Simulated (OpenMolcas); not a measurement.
**Cl2+: from CASSCF to CASPT2**

- Program: OpenMolcas
- Basis: ANO-RCC-VTZP [5s4p2d1f]
- Scalar Hamiltonian: DKH2, point nucleus
- Active space: 3 electrons in 3 orbitals (3p)
- State averaging: 2S+1 = 4 odd, 1 root; 2S+1 = 2 odd, 8 roots
- Spin-orbit coupling: state interaction with AMFI integrals over the reference wave functions, term energies averaged over their components

Methods on the same reference wave functions:
A. CASSCF
B. SS-CASPT2, IPEA 0.25 Eh, imaginary shift 0.1 Eh (closed shells correlated: 2s 2p 3s)
C. XMS-CASPT2, IPEA 0.25 Eh, imaginary shift 0.1 Eh (closed shells correlated: 2s 2p 3s)

Energies in cm-1 above 3s2 3p3 4S* 3/2, the measured ground level; measured values from Moore, Atomic Energy Levels, vol. I, NSRDS-NBS 35 (1971 reprint of NBS Circular 467, 1949).

```tsv
Level	A	B	C	Measured
3s2 3p3 4S* 3/2	0.0	0.0	0.0	0.0
3s2 3p3 2D* 3/2	22632	18910	18650	18053
3s2 3p3 2D* 5/2	22676	18960	18700	18120
3s2 3p3 2P* 1/2	37666	31910	31280	29812
3s2 3p3 2P* 3/2	37724	31980	31350	29907
```

Deviations, from unrounded energies. A percentage is the sum of absolute deviations over the sum of measured energies, with the sign that they share, or ± where signs differ.

| Against measurement | Levels | A | B | C |
| --- | --- | --- | --- | --- |
| mean absolute deviation (cm-1) | 4 | 6200 | 1500 | 1000 |
| other terms of the ground configuration (%) | 4 | +25.9 | +6.1 | +4.3 |

C lies closest to measurement on these levels and A furthest from it. The largest miss of C in the table is 3s2 3p3 2P* 1/2, by +1500 cm-1. The ranking rests on the paired levels alone, and a cruder setting can come out closer through cancelling errors.

Between B and C the level of the table that moves most is 3s2 3p3 2P* 1/2, by 630 cm-1 (lowest in C, highest in B). Moves below CASPT2's spread within the term are not significant.

The mean deviations of B to C differ by less than CASPT2's widest spread within a term (1400 cm-1), so their order carries little weight.

From A to B the spin-free energies of the other terms of 3s2 3p3 shown, above 4S*, scale by factors of 0.84 to 0.85.

The lowest spin-free term lies below A's lowest term by 0.118 hartree in B, 0.118 hartree in C.

CASPT2 breaks the degeneracy within a term, and the mean is taken; among the terms shown or strongly mixed into the levels shown the widest spread is 1400 cm-1 (3s2 3p3 2D*, C). With the s shell closed, the reference lacks s² → p² mixing. Measured partners are found by configuration, term and J. A level has none where our copy of the source lacks it or the pairing is in doubt (some pairs that miss far off the trend of their configuration count as doubtful), and it then counts in no deviation. Only configurations of the active space appear.

* marks odd parity.
